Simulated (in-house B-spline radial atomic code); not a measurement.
Relativistic effects in Rh XI (Rh10+), [Ar] 3d10 4s2 4p5: non-relativistic Hartree-Fock (point nucleus) against Dirac-Hartree-Fock (Fermi nucleus of rms radius 4.4945 fm), both averages of the configuration, computed with a radial B-spline atomic code at the basis-set limit.

```
orbital  ε NR (Eh)  ε Dirac (Eh)  <r> NR (bohr)  <r> Dirac (bohr)  change of <r> (%)
  1s1/2    -841.31             ?        0.03384                 ?                  ?
  2s1/2    -128.85             ?         0.1469                 ?                  ?
  2p1/2    -119.67       -124.86          0.126            0.1204               -4.5
  2p3/2    -119.67       -119.51          0.126            0.1252               -0.6
  3s1/2    -29.959       -31.133         0.3987            0.3867               -3.0
  3p1/2    -26.257        -27.23         0.3924            0.3802               -3.1
  3p3/2    -26.257       -26.272         0.3924            0.3903               -0.5
  3d3/2    -19.502       -19.426         0.3665            0.3649               -0.4
  3d5/2    -19.502       -19.239         0.3665            0.3682               +0.5
  4s1/2    -9.7683       -10.013         0.9362            0.9151               -2.3
  4p1/2    -8.4452       -8.6318         0.9777            0.9562               -2.2
  4p3/2    -8.4452       -8.4442         0.9777            0.9751               -0.3
```

(1) What happens to 2s1/2?

(2) What happens to 1s1/2?

(3) What explains the pattern of contraction and expansion?

(4) By how much does the total energy change?

## Answers

(1) Its energy goes to -134.7 hartree and <r> to 0.1413 bohr (-3.87 %).

(2) Its energy goes to -865.68 hartree and <r> to 0.03262 bohr (-3.62 %).

(3) Expansion is seen in 3d5/2. The s and p1/2 orbitals contract directly, screen the nucleus better, and so push out orbitals that have little density near the nucleus; spin-orbit coupling adds to this for j = l + 1/2 and opposes it for j = l - 1/2.

(4) By -96.956 hartree, from -4656.643 to -4753.599.
